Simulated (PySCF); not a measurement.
C2H3ClF2Si (SMILES C=C[Si](F)(F)Cl), singlet, at a GFN2-xTB geometry, atoms displaced at random by about 0.03 Å a coordinate; R2SCAN/STO-3G, gradient (PySCF).

The PySCF input:
```python
from pyscf import gto, scf, dft

mol = gto.Mole()
mol.atom = '''
    C    -2.65430475    0.67128804    0.29660110
    C    -1.44975836    0.85260391   -0.37526031
    Si    0.21325325    0.06358754    0.11139536
    F     0.05305093   -0.63150865    1.60577175
    F     1.23151977    1.28764542    0.44602876
    Cl    0.99471418   -1.10299118   -1.13908334
    H    -2.61364169   -0.04260325    1.17957053
    H    -3.52280664    1.03141900   -0.01972173
    H    -1.45186089    1.52268187   -1.22515307
'''
mol.basis = 'sto-3g'
mol.verbose = 4
mol.build()

mf = dft.RKS(mol)
mf.xc = 'r2scan'
mf.conv_tol = 1e-4
mf.kernel()
g = mf.nuc_grad_method()
grad = g.kernel()
```

Question: Predict the main parts of the log of this PySCF run.

Answer: 
```
PySCF version 2.14.0

[INPUT] verbose = 4
[INPUT] num. atoms = 9
[INPUT] num. electrons = 64
[INPUT] charge = 0
[INPUT] spin (= nelec alpha-beta = 2S) = 0
[INPUT] symmetry False subgroup None
[INPUT] Mole.unit = angstrom
[INPUT] Symbol           X                Y                Z      unit          X                Y                Z       unit  Magmom
[INPUT]  1 C     -2.654304750000   0.671288040000   0.296601100000 AA   -5.015909028632   1.268550546296   0.560494847245 Bohr   0.0
[INPUT]  2 C     -1.449758360000   0.852603910000  -0.375260310000 AA   -2.739646247199   1.611187882633  -0.709139211319 Bohr   0.0
[INPUT]  3 Si     0.213253250000   0.063587540000   0.111395360000 AA    0.402990237673   0.120163035535   0.210506721947 Bohr   0.0
[INPUT]  4 F      0.053050930000  -0.631508650000   1.605771750000 AA    0.100251728353  -1.193378393794   3.034468826064 Bohr   0.0
[INPUT]  5 F      1.231519770000   1.287645420000   0.446028760000 AA    2.327235082287   2.433297189351   0.842872200079 Bohr   0.0
[INPUT]  6 Cl     0.994714180000  -1.102991180000  -1.139083340000 AA    1.879737372421  -2.084351248011  -2.152555545655 Bohr   0.0
[INPUT]  7 H     -2.613641690000  -0.042603250000   1.179570530000 AA   -4.939066981845  -0.080508474516   2.229065246308 Bohr   0.0
[INPUT]  8 H     -3.522806640000   1.031419000000  -0.019721730000 AA   -6.657139739399   1.949099429673  -0.037268668403 Bohr   0.0
[INPUT]  9 H     -1.451860890000   1.522681870000  -1.225153070000 AA   -2.743619453067   2.877451709141  -2.315203762970 Bohr   0.0

nuclear repulsion = 373.547449340748
number of shells = 25
number of NR pGTOs = 123
number of NR cGTOs = 41
basis = sto-3g
ecp = {}

******** <class 'pyscf.dft.rks.RKS'> ********
method = RKS
initial guess = minao
damping factor = 0
level_shift factor = 0
DIIS = <class 'pyscf.scf.diis.CDIIS'>
diis_start_cycle = 1
diis_space = 8
diis_damp = 0
SCF conv_tol = 0.0001
SCF conv_tol_grad = None
SCF max_cycles = 50
direct_scf = True
direct_scf_tol = 1e-13
XC library pyscf.dft.libxc version 7.1.2
    S. Lehtola, C. Steigemann, M. J. T. Oliveira, and M. A. L. Marques,  SoftwareX 7, 1–5 (2018)
XC functionals = r2scan
    J. W. Furness, A. D. Kaplan, J. Ning, J. P. Perdew, and J. Sun,  J. Phys. Chem. Lett. 11, 8208–8215 (2020)
    J. W. Furness, A. D. Kaplan, J. Ning, J. P. Perdew, and J. Sun,  J. Phys. Chem. Lett. 11, 9248–9248 (2020)
    J. W. Furness, A. D. Kaplan, J. Ning, J. P. Perdew, and J. Sun,  J. Phys. Chem. Lett. 11, 8208–8215 (2020)
    J. W. Furness, A. D. Kaplan, J. Ning, J. P. Perdew, and J. Sun,  J. Phys. Chem. Lett. 11, 9248–9248 (2020)
radial grids:
    Treutler-Ahlrichs [JCP 102, 346 (1995); DOI:10.1063/1.469408] (M4) radial grids

becke partition: Becke, JCP 88, 2547 (1988); DOI:10.1063/1.454033
pruning grids: <function nwchem_prune>
grids dens level: 3
symmetrized grids: False
atomic radii adjust function: <function treutler_atomic_radii_adjust>
small_rho_cutoff = 0
Set gradient conv threshold to 0.01
Initial guess from minao.
tot grids = 124248
init E= -1015.295902502
  HOMO = -0.340527546688955  LUMO = -0.0995320368921019  gap/eV = 6.55782
cycle= 1 E= -1014.92748263602  delta_E= 0.368  |g|= 0.617  |ddm|= 3.85
  HOMO = -0.0202331148505113  LUMO = 0.0399801926549824  gap/eV = 1.63849
cycle= 2 E= -1014.68225314512  delta_E= 0.245  |g|= 1.12  |ddm|= 2.98
  HOMO = -0.167358772203666  LUMO = 0.0619680183223539  gap/eV = 6.24030
cycle= 3 E= -1015.08943987846  delta_E= -0.407  |g|= 0.12  |ddm|= 2.01
  HOMO = -0.148373822528455  LUMO = 0.0421965759410861  gap/eV = 5.18568
cycle= 4 E= -1015.09420549717  delta_E= -0.00477  |g|= 0.0594  |ddm|= 0.317
  HOMO = -0.153763231416137  LUMO = 0.0448822364543989  gap/eV = 5.40542
cycle= 5 E= -1015.09477271552  delta_E= -0.000567  |g|= 0.0434  |ddm|= 0.118
  HOMO = -0.15745595217968  LUMO = 0.0462175123133224  gap/eV = 5.54224
cycle= 6 E= -1015.09541557445  delta_E= -0.000643  |g|= 0.00261  |ddm|= 0.057
  HOMO = -0.157618571388678  LUMO = 0.0457671406644288  gap/eV = 5.53441
cycle= 7 E= -1015.09541819215  delta_E= -2.62e-06  |g|= 0.000892  |ddm|= 0.00615
  HOMO = -0.157834958359985  LUMO = 0.0458307124961862  gap/eV = 5.54203
Extra cycle  E= -1015.0954177515  delta_E= 4.41e-07  |g|= 0.00137  |ddm|= 0.00415
converged SCF energy = -1015.0954177515

******** <class 'pyscf.grad.rks.Gradients'> for <class 'pyscf.dft.rks.RKS'> ********
unit = Eh/Bohr
grid_response = False
--------------- RKS gradients ---------------
         x                y                z
0 C    -0.1685057656     0.0665489391    -0.0281314183
1 C     0.0431507424     0.0179701299    -0.0311452405
2 Si     0.0754027376    -0.1007779438    -0.1249172235
3 F     0.0017897059     0.0018853571     0.0129449155
4 F    -0.0078912798    -0.0063358738     0.0032811651
5 Cl    -0.0572827041     0.0925867179     0.1001736480
6 H     0.0116059286    -0.0196257199     0.0198685305
7 H     0.0976544947    -0.0451064496     0.0307340728
8 H     0.0001099023    -0.0072558432     0.0132468228
----------------------------------------------
```
